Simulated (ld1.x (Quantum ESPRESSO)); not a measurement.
Bi (Z = 83), TM: configuration errors across variants

* Element: bismuth (Bi)
* Generator: ld1.x (Quantum ESPRESSO) 7.5
* Type: norm-conserving Troullier–Martins (Kleinman–Bylander form)
* Functional: LDA (PZ)
* Relativity: scalar-relativistic
* Frozen core: [Xe] 4f14 5d10
* Valence charge: 5
* Reference configuration: 6s2 6p3
* Partial waves: 6s (bound): rc 1.45 bohr; 6p (bound): rc 2.20 bohr; 6d channel at 0.25 Ry: rc 2.00 bohr
* Local potential: all-electron potential smoothed inside 1.25 bohr (lloc = -1)
* Core correction: a·sin(br)/r model core inside 0.90 bohr

All-electron excitation energies from the reference (eV): (1) 6s2 6p2 8.154; (2) 6s2 6p1 23.719; (3) 6s2 6p0 47.434; (4) 6s2 6p3.3 -1.152; (5) 6s1 6p4 10.177; (6) 6s1 6p3 19.049; (7) 6s1 6p0 93.349; (8) 6s2 6p3 spin -1.024; (9) 6s2 6p2 spin 7.602.

Spin tests fill each open shell by Hund’s rule, majority spin first.

Tests that are not counted but printed errors over 1 eV. “local potential all-electron potential smoothed inside 0.82 bohr (lloc = -1)”: 6s1 6p4 (solver errors, printed error -88.1 eV); 6s1 6p3 (solver errors, printed error -67.9 eV); 3 more.

2 further variants failed, have other tests or too few solved ones, and are left out.

A true bound ghost makes a file unfit for plane-wave use even where its test errors are small: the radial tests pick states by their node count and pass the ghost by. Where a test does run into it, the solver fails or the error is huge.

Errors AE − PS in meV (a dash: test not solved or not reliable):

| change | (1) | (2) | (3) | (4) | (5) | (6) | (7) | (8) | (9) | bound ghosts |
| --- | --- | --- | --- | --- | --- | --- | --- | --- | --- | --- |
| base | -12 | -71 | -246 | +0.3 | -44 | -76 | -840 | -5.0 | -17 | d, s, p |
| local potential all-electron potential smoothed inside 0.82 bohr (lloc = -1) | – | – | -256 | +0.6 | – | – | -866 | -4.2 | – | s, p, d |
| local potential the d channel | -14 | -81 | -267 | +0.2 | -46 | -86 | -882 | -5.8 | -19 | s, p |
| wave 6d channel at 0.25 Ry: rc 2.00 bohr becomes 6d channel at 2.47 Ry: rc 2.00 bohr | -12 | -71 | -246 | +0.3 | -44 | -76 | -840 | -5.0 | -17 | s, p |
| wave 6d channel at 0.25 Ry: rc 2.00 bohr becomes 6d channel at 0.25 Ry: rc 1.32 bohr | -12 | -71 | -246 | +0.3 | -44 | -76 | -840 | -5.0 | -17 | s, p, d |
| wave 6s (bound): rc 1.45 bohr becomes 6s (bound): rc 1.88 bohr | -12 | -70 | -242 | +0.3 | -29 | -61 | -818 | -5.0 | -16 | s, d, p |

Question: Give the same row for: wave 6p (bound): rc 2.20 bohr becomes 6p (bound): rc 1.60 bohr.

Answer: -16, -94, -299, 0.0, -28, -78, -996, -11, -23; bound ghosts: d, s, p.
